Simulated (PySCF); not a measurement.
Species: C3H8BP.
Atom-mapped SMILES: `[CH:1]#[C:2][CH2:3][BH2-:4][PH3+:5]` (hydrogens: H6 on C1; H7, H8 on C3; H9, H10 on B4; H11, H12, H13 on P5)
Bond orders are those of one Lewis drawing.

Method: PBE0-D3(BJ)/def2-SVP geometry optimisation, gas phase in PySCF; density fitting, grid level 1; the optimiser is geomeTRIC in internal coordinates, started from a GFN2-xTB structure with every atom displaced at random (about 0.01 Å).

Step 0: E = -13190.0234 eV
```
atom  x, y, z in Å  |  force x, y, z in eV/Å
C1      2.2955    0.4520    0.3148    0.027   0.203  -0.007
C2      1.4010   -0.3523    0.2533   -0.442  -0.732  -0.005
C3      0.2947   -1.2910    0.1682    0.923   0.278   0.165
B4     -0.9311   -0.6786   -0.6671   -0.920  -0.677   1.077
P5     -1.2522    1.0662    0.0713    0.025   0.130   0.065
H6      3.0645    1.1680    0.3579    0.728   0.601   0.055
H7      0.0359   -1.5620    1.1981   -0.261  -0.202   0.169
H8      0.6929   -2.1947   -0.3095   -0.212  -0.276  -0.143
H9     -0.7440   -0.4766   -1.7996    0.286   0.295  -1.311
H10    -1.9843   -1.2797   -0.4701    0.004   0.128  -0.052
H11    -2.3214    1.8522   -0.3284   -0.654   0.179  -0.522
H12    -0.2546    2.0278   -0.0319    0.523   0.325  -0.188
H13    -1.4889    1.2179    1.4341   -0.028  -0.251   0.697
```

Step 1: E = -13190.1979 eV
```
atom  x, y, z in Å  |  force x, y, z in eV/Å
C1      2.3696    0.4286    0.3255    0.173   0.137   0.012
C2      1.4914   -0.4061    0.2633   -0.198   0.061  -0.054
C3      0.3511   -1.2978    0.1725   -0.122  -0.032   0.046
B4     -0.9438   -0.6662   -0.6052    0.278   0.064  -0.298
P5     -1.2970    1.1166    0.0895   -0.082   0.128   0.151
H6      3.1716    1.1418    0.3784   -0.009  -0.049   0.009
H7      0.0727   -1.6298    1.1884    0.010  -0.016  -0.008
H8      0.6416   -2.2089   -0.3734   -0.003  -0.081  -0.035
H9     -0.7550   -0.4243   -1.8035   -0.049  -0.026   0.261
H10    -1.9917   -1.2563   -0.4122   -0.091  -0.037   0.033
H11    -2.4256    1.7870   -0.4503    0.085  -0.085   0.001
H12    -0.2989    2.1109   -0.0595   -0.026  -0.059  -0.017
H13    -1.5781    1.2538    1.4779    0.034  -0.005  -0.102
```

**Question.** Estimate the geometry and energy of step 2. (The exact step hangs on the optimiser's Hessian estimate; all steps are aligned on step 1, rigid shifts and turns removed.)

**Answer.** E = -13190.2043 eV, largest force 0.106 eV/Å
```
atom  x, y, z in Å  |  force x, y, z in eV/Å
C1      2.3581    0.4410    0.3257   -0.007  -0.025   0.000
C2      1.4773   -0.3933    0.2600   -0.023   0.047  -0.018
C3      0.3463   -1.2996    0.1704   -0.008  -0.058   0.019
B4     -0.9419   -0.6681   -0.6056    0.049   0.012  -0.094
P5     -1.2893    1.1132    0.0944   -0.024   0.042   0.048
H6      3.1657    1.1459    0.3844    0.008  -0.005   0.005
H7      0.0704   -1.6353    1.1856    0.012  -0.002  -0.004
H8      0.6394   -2.2110   -0.3786    0.016   0.005   0.006
H9     -0.7566   -0.4204   -1.7929   -0.015   0.001   0.062
H10    -1.9957   -1.2568   -0.4110   -0.013   0.006   0.007
H11    -2.4120    1.7768   -0.4536   -0.004  -0.020  -0.013
H12    -0.2882    2.0990   -0.0655    0.004  -0.010  -0.013
H13    -1.5653    1.2579    1.4780    0.005   0.006  -0.006
```

The energy changes by -0.0063 eV. The first-order estimate −F·Δx gives -0.0107 eV and the mean of the old and new forces, exact on a quadratic surface, -0.0063 eV. The step makes an angle of 69° with the force vector and moves no atom by more than 0.019 Å.

The cost below is that of the whole optimisation. On an Arm Neoverse V1 with one thread, shared host with 32 logical CPUs at a one-minute load of 23, this took 28 s of wall time and 0.47 GiB of memory at its peak.
